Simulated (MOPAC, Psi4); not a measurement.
Internal rotation in SMILES N#Cc1ccsc1-c1cccs1. Scanned: dihedral S6–C7–C8–S12; all other coordinates were relaxed at GFN2-xTB. Points at φ and −φ are mirror images. Heavy atoms are numbered in the order of the SMILES N#Cc1ccsc1-c1cccs1, hydrogens after them in the order of the atoms that carry them; the mirror image has the same energies with the sign of each dihedral reversed.

Levels: B3LYP/def2-SVP // GFN2-xTB (Psi4); PBE-D3(BJ)/def2-SVP // GFN2-xTB (Psi4); PM7, restricted, heats of formation // GFN2-xTB (MOPAC).

Energies in eV, each method relative to its own lowest point.

```csv
φ / °,B3LYP/def2-SVP,PBE-D3(BJ)/def2-SVP,PM7
-165,0.025,0.019,0.023
-150,0.028,0.031,0.011
-135,0.045,0.060,0.004
-120,0.077,0.105,0.005
-105,0.115,0.158,0.007
-90,0.135,0.186,0.005
-75,0.117,0.160,0.011
-60,0.073,0.102,0.008
-45,0.028,0.047,0.000
-30,0.003,0.012,0.005
-15,0.000,0.000,0.022
0,0.003,0.000,0.032
15,0.000,0.000,0.022
30,0.003,0.012,0.005
45,0.028,0.047,0.000
60,0.073,0.102,0.008
75,0.117,0.160,0.011
90,0.135,0.186,0.005
105,0.115,0.158,0.007
120,0.077,0.105,0.005
135,0.045,0.060,0.004
150,0.028,0.031,0.011
165,0.025,0.019,0.023
180,0.025,0.016,0.028
```
